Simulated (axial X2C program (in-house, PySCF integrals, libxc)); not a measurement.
# AsTe: from the spin-free to the two-component result

Computed with an axial X2C code built on PySCF integrals. Spin-free means the one-electron spin-free X2C Hamiltonian; two-component (2c) means X2C with spin–orbit coupling and atomic mean-field two-electron Coulomb and Gaunt terms, so the difference of the two also holds small scalar two-electron terms. Basis: Te dyall-cv3z [11s12p8d4f1g], As dyall-cv3z [9s9p6d4f1g] (cores contracted in-house); Gaussian nuclei, density fitting, unrestricted open shells. Masses: Te 129.906 u, As 74.922 u.

Spin-free state: M_S = 1/2, Λ = 1 (beyond evenly filled blocks: π+α); fragments Te + As.

```csv
level,Re (Å),ωe (cm⁻¹),De (eV),μ (D)
HF,2.477,233.0,0.643,0.48
CCSD,2.355,304.2,2.186,n/a
r2SCAN,2.347,326.4,2.896,0.06
```

Correlated methods: 11 electrons correlated (number of frozen shells: Te 4 s, 3 p, 2 d; As 3 s, 2 p, 1 d), 281 virtual spin orbitals or spinors in MP2, 90 natural virtuals in coupled cluster.

Dipoles are positive if As is the positive end.

Q: Within this multiplet, which Ω should lie lowest by the rule for regular and inverted multiplets?

A: The open π shell holds one electron, so the multiplet is regular: Ω = Λ − 1/2 = 1/2. The PBE0 2c search agrees.

Two-component determinant lowest at the distance of the search:

Ω = 1/2 (⟨Sz⟩ = -0.50, ⟨Lz⟩ = 1.00 at HF); fragments Te + As.

```csv
level,Re (Å),ωe (cm⁻¹),De (eV),μ (D)
HF,2.483,231.6,n/a,0.38
CCSD,2.367,294.3,2.074,n/a
r2SCAN,2.353,319.6,n/a,-0.01
```

Q: From the two tables, how do the constants change at the CCSD level (2c against spin-free)?

A: At the CCSD level Re rises by 0.012 Å and ωe decreases by 9.9 cm⁻¹; De changes by -0.112 eV.

The state is a single determinant with fixed occupations, the lowest that a limited PBE0 search found. De is counted from the lowest determinant-based energies of the atoms at the same level, without counterpoise correction. De is not given where an atomic determinant may have missed its ground term or J level, or where the truncated virtual space spoils (T). Density functionals use the spin component along the axis (collinear). CCSD ran in a truncated set of natural virtual spinors with an MP2 remainder; without triples it tends to underbind. The functionals have no current-density term, which raises determinants with orbital currents, atoms included. The determinant is spin-polarised beyond a pure state at some levels (its spin-free form has ⟨S²⟩ too high), which makes Re and μ there less reliable. The T1 diagnostic is large, a sign of multireference character. With the outer-core shells frozen, correlated bond lengths of heavy atoms tend to come out a few hundredths of an ångström too long.
